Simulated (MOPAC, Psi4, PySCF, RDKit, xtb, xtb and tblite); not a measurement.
Two geometries of SMILES C(C[Si](Cl)(Cl)Cl)(C)C, relaxed at GFN2-xTB with one dihedral held; other torsions can differ between them too.

Structure A

```
17

C     -1.0120    -1.0631     0.4369
C     -0.3927     0.3313     0.3615
C     -1.4953     1.3837     0.2983
C      0.5367     0.4089    -0.8601
Si     1.4257     2.0717    -1.1545
Cl     0.2610     3.3910    -2.1545
Cl     3.0833     1.7323    -2.2755
Cl     1.9999     2.9001     0.6011
H     -0.2407    -1.8283     0.4861
H     -1.6281    -1.2514    -0.4397
H     -1.6382    -1.1537     1.3211
H      0.2016     0.5012     1.2648
H     -1.0845     2.3877     0.3622
H     -2.0504     1.2970    -0.6332
H     -2.1894     1.2496     1.1246
H     -0.0491     0.1584    -1.7482
H      1.2905    -0.3759    -0.7631
```

Structure B

```
17

C     -1.0214    -1.0229     0.5553
C     -0.4376     0.3710     0.3437
C     -1.5413     1.3801     0.0411
C      0.6052     0.3525    -0.8015
Si     2.3569     0.8879    -0.2829
Cl     2.3167     2.7630     0.4768
Cl     3.5995     0.8546    -1.8828
Cl     3.0755    -0.3674     1.1323
H     -0.2347    -1.7311     0.8048
H     -1.5272    -1.3653    -0.3453
H     -1.7423    -1.0132     1.3695
H      0.0430     0.6745     1.2794
H     -1.1226     2.3763    -0.0808
H     -2.0669     1.1077    -0.8720
H     -2.2624     1.4103     0.8546
H      0.2563     0.9957    -1.6112
H      0.6508    -0.6525    -1.2249
```

Which is lower in energy at the level Psi4 1.11 with PBE0-D3(BJ)/def2-SVP // GFN2-xTB, and by how much?

A is lower, by 2.07 kcal/mol (dihedral C1–C2–C4–Si5: 180° in A, -120° in B).

E(B) − E(A) in kcal/mol at the other levels, on the same two geometries: GFN2-xTB (xtb and tblite) 1.95; MMFF94 // GFN2-xTB (RDKit) 0.40; PBE0/def2-SVP // GFN2-xTB (Psi4) 1.79; PBE/def2-SVP // GFN2-xTB (Psi4) 1.72; PBE-D3(BJ)/def2-SVP // GFN2-xTB (Psi4) 2.04; UFF // GFN2-xTB (RDKit) 2.31; PM3, restricted, heats of formation // GFN2-xTB (MOPAC) 0.86; PM6, restricted, heats of formation // GFN2-xTB (MOPAC) 0.53; GFN1-xTB // GFN2-xTB (xtb) 1.22; restricted B3LYP/6-31G*, spherical d, density fitting // GFN2-xTB (PySCF) 1.28; restricted M06-2X/6-31G*, spherical d, density fitting // GFN2-xTB (PySCF) 2.24; restricted MP2 (frozen core)/3-21G // GFN2-xTB (PySCF) 2.42; restricted Hartree-Fock/LANL2DZ, with its core potentials past Ne // GFN2-xTB (PySCF) 1.62.

MMFF94 has few fitted parameters for silicon.
